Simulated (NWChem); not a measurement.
TaSF3; SMILES [F][Ta]([F])(=[S])[F]

def2 effective core potentials on Ta; no spin-orbit coupling.

**Question.** Give the equilibrium geometry at PBE0/def2-SVP with def2 effective core potentials on Ta (NWChem) as a list of bonds and angles, with the point group.

**Answer.** point group C3v; any orientation.
Bonded distances (Å): Ta1–S2 2.149, Ta1–F3 1.866, Ta1–F4 1.866, Ta1–F5 1.866. Angles (°): S2–Ta1–F3 107.5, S2–Ta1–F4 107.5, S2–Ta1–F5 107.5, F3–Ta1–F4 111.3, F3–Ta1–F5 111.3, F4–Ta1–F5 111.3.
